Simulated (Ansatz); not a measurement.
```yaml
crystal:
  periodic: [false, false, false]
  atoms:
    - {symbol: Cl, position_ang: [-2.138575, 1.236076, -1.439553]}
    - {symbol: Si, position_ang: [-0.661853, 0.300065, -1.109901]}
    - {symbol: Si, position_ang: [0.904096, 0.624626, 0.573046]}
    - {symbol: Si, position_ang: [-0.369013, -1.318077, 0.813417]}
    - {symbol: H, position_ang: [0.005763, -0.349267, -2.334009]}
    - {symbol: H, position_ang: [0.458769, 1.653059, 1.600214]}
    - {symbol: H, position_ang: [2.438551, 1.117441, -0.097808]}
    - {symbol: H, position_ang: [-1.516351, -1.060326, 1.744061]}
    - {symbol: H, position_ang: [0.258803, -2.525019, 0.573987]}
basis:
  gaussian: {orbitals: aug-cc-pVDZ}
hamiltonian: {xc: {name: HF}}
correlation: {method: mp2, frozen_orbitals: {Cl: 9}}
```

```sh
$ ansatz run in.yaml --threads 2 --pin off --events-out ev --progress --plain --max-ram 4352MiB
```

Output, abridged:

```
Functional definition: HF
Error: "frozen_orbitals" has no count for Si
```

Q: Something in this input is off. What?

A: Frozen orbitals are typed for one element alone, and the program wants a count for each. The program refused the input.
